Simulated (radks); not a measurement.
Spherical jellium clusters: N electrons in a uniform positive sphere of charge N and radius rs N^(1/3), rs = 3.42 bohr. Calculated with a radial shooting solver with Libxc functionals: non-relativistic Kohn-Sham, LDA (Slater exchange, Perdew-Wang correlation), spin-polarised, spherical densities. Levels are named by radial order and angular momentum (1s, 1p, 1d, 2s, ...), and open shells are averaged over m.

N = 22, configuration 1s2 1p6 1d10 2s2 1f(up 2, down 0). This is the lowest configuration that the search found. Occupied and some empty levels:

level,occupation,eigenvalue (eV),<r> (bohr)
1s up,1,-6.2158,6.023
1s down,1,-6.1228,5.917
1p up,3,-5.2458,7.074
1p down,3,-5.1170,7.022
1d up,5,-4.0013,7.862
1d down,5,-3.8540,7.847
2s up,1,-3.3329,6.606
2s down,1,-3.2558,6.662
1f up,2,-2.5554,8.605
1f down,0,-2.4028,8.624
2p up,0,-1.8143,8.403
2p down,0,-1.7374,8.459
1g up,0,-0.98788,9.493
1g down,0,-0.84392,9.572
2d up,0,-0.55628,11.23
2d down,0,-0.49261,11.44

Energy (eV): total -38.9270, kinetic 50.247, external -1619.3, Hartree 796.40, exchange-correlation -90.924, background 824.61.
